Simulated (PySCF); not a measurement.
# Which enantiomer?

Method: PySCF 2.14.0, TDDFT PBE0/def2-SVPD circular dichroism and optical rotation, one conformer, gas phase. Geometry: GFN2-xTB.

States above about 7.2 eV (minus the energy of the highest occupied orbital) lie near or above the ionisation threshold and depend on the basis.

Values for one enantiomer of C$_{4}$H$_{7}$F$_{3}$Si, R in 10⁻⁴⁰ esu² cm² (velocity form):
```csv
λ (nm),f,R
199,0.122,+54.3
193,0.077,-45.4
189,0.031,-73.7
177,0.0009,+7.7
173,0.005,+3.0
168,0.033,+5.9
161,0.010,+16.9
159,0.005,-12.2
157,0.017,-0.4
155,0.026,+32.1
152,0.039,+34.2
150,0.005,+1.7
148,0.030,+30.9
147,0.150,+59.4
143,0.008,-12.7
142,0.036,-28.2
```

[α] at 589.3 nm: -2 deg dm⁻¹ (g/mL)⁻¹ (origin-invariant length gauge).

Task: Which structure gives these signs?
A. C[C@H]1C[Si@H]1C(F)(F)F
B. C[C@@H]1C[Si@@H]1C(F)(F)F

Result: B. Its CIP labels in SMILES order are R, S; the other enantiomer gives every sign reversed.

The signs above follow by mirror symmetry from the run on the other enantiomer. Geometry of C[C@H]1C[Si@H]1C(F)(F)F as run:
```xyz
15

C    -1.257   -0.548   -1.238
C    -0.850    0.697   -0.484
C    -0.922    0.663    1.062
Si    0.813    0.911    0.386
C     1.915   -0.684    0.470
F     1.222   -1.803    0.752
F     2.577   -0.934   -0.679
F     2.865   -0.579    1.422
H    -0.818   -1.438   -0.794
H    -2.341   -0.657   -1.217
H    -0.941   -0.489   -2.277
H    -1.283    1.593   -0.914
H    -1.443    1.484    1.532
H    -1.202   -0.289    1.495
H     1.661    2.081    0.462
```
